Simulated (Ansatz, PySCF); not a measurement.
Caution: the highest occupied level lies above zero, so the state may not be bound. This triplet is an excited state, 0.67 eV above the relaxed singlet at the level frozen-core CCSD(T)/aug-cc-pVTZ // B3LYP-D3(BJ)/def2-TZVPD (Ansatz, a quantum-chemistry and plane-wave program).

B3LYP has the VWN-RPA correlation part, as in Gaussian. 

Z-matrix (Å, degrees):
```
B
O 1 1.3185
H 2 0.9899 1 118.23
H 1 1.2016 2 128.61 3 -0.01
```
Charge -1, spin multiplicity 3.

What highest occupied spin orbital and total energy does B3LYP-D3(BJ)/def2-TZVPD in PySCF give?


```yaml
highest_occupied_spin_orbital: 2.00 eV
total_energy: -2755.35 eV
```
